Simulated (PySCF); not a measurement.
Structure problem from calculated spectra and properties.

Formula: C5H10Cl2OSi2.

* Rotational structure: rotational constants A, B, C: 0.879, 0.478, 0.376 GHz [GFN2-xTB]
* 1H NMR: chemical shifts (computed TMS as zero) by class: 6.81 (1 H), 6.74 (1 H), 6.28 (1 H), 5.90 (1 H), 5.12 (1 H), 5.03 (1 H), 4.97 (3 H), 4.78 (1 H) ppm [GIAO PBE0/pcSseg-1]
* 13C NMR: chemical shifts (computed TMS as zero) by class: 167.8 (1 C), 148.2 (1 C), 137.0 (1 C), 110.4 (1 C), 71.9 (1 C) ppm [GIAO PBE0/pcSseg-1]
* Dipole: 2.67 D [PBE0/pcSseg-1]
* NMR, other nuclei: isotropic shieldings of nuclei other than C and H, by class: 234 (1 O), 380 (1 Si), 393 (1 Si), 747 (1 Cl), 750 (1 Cl) ppm [GIAO PBE0/pcSseg-1]

The electronic properties come from PySCF, for the isolated species, density fitting. Levels stand in brackets. Geometry: GFN2-xTB, one conformer, isolated molecule. GFN2-xTB frequencies show an imaginary mode (27i cm⁻¹), so this geometry is no minimum at that level. Each NMR value is the plain mean over a class of atoms that symmetry, rotation or inversion makes alike.

Q: Give a SMILES that accounts for the data.

A: Numbering: `[CH2:1]=[CH:2][Si@@H:3]([C:4](=[CH2:5])[O:6][SiH3:7])[CH:8]([Cl:9])[Cl:10]`. Its formula, C5H10Cl2OSi2, gives 2 degrees of unsaturation: 0 rings and 2 π bonds in the structure found. 5 carbons fall into 5 classes; from least to most shielded: vinylic carbon bearing oxygen [C4] (167.8 ppm), terminal =CH2 carbon [C1] (148.2 ppm), alkene CH carbon [C2] (137.0 ppm), terminal =CH2 carbon [C5] (110.4 ppm), CHCl2 carbon [C8] (71.9 ppm). Hydrogen classes from least to most shielded: 1 H on a terminal =CH2 carbon, C1 (6.81 ppm), 1 H on an alkene CH carbon, C2 (6.74 ppm), 1 H on a terminal =CH2 carbon, C1 (6.28 ppm), 1 H on a CHCl2 carbon, C8 (5.90 ppm), 1 H on a terminal =CH2 carbon, C5 (5.12 ppm), 1 H on a terminal =CH2 carbon, C5 (5.03 ppm), 3 H on an oxygen-bound silicon, Si7 (4.97 ppm), 1 H on an SiH silicon, Si3 (4.78 ppm). The other shieldings belong to: 234 ppm, silyl ether oxygen [O6]; 380 ppm, SiH silicon [Si3]; 393 ppm, oxygen-bound silicon [Si7]; 747 ppm, alkyl chlorine [Cl9]; 750 ppm, alkyl chlorine [Cl10]. The optimised geometry has point group C1 and is an asymmetric top. Structure: `C=C[Si@@H](C(=C)O[SiH3])C(Cl)Cl`. Computed isomers that give other values at the same levels: `OCCC1=C(C(Cl)Cl)[SiH2][SiH2]1` (13C chemical shifts (computed TMS as zero) by class: 183.4 (1 C), 164.7 (1 C), 81.3 (1 C), 64.9 (1 C), 37.9 (1 C) ppm); `CC#C[C@@H](Cl)[SiH2][Si@H](Cl)OC` (13C chemical shifts (computed TMS as zero) by class: 95.8 (1 C), 83.3 (1 C), 52.2 (1 C), 37.6 (1 C), 5.3 (1 C) ppm). The assignments are read from this structure; whether some other isomer fits the data as well wasn't checked. The mirror image fits equally. NMR values of atoms bound to several Cl lack the spin–orbit term that these neighbours bring.

Conformer computed: `[CH2:1]=[CH:2][Si@@H:3]([C:4](=[CH2:5])[O:6][SiH3:7])[CH:8]([Cl:9])[Cl:10]`: C1–C2–Si3–C4 80°, C2–Si3–C4–C5 -13°, Si3–C4–O6–Si7 -175°, C2–Si3–C8–Cl9 -58°.
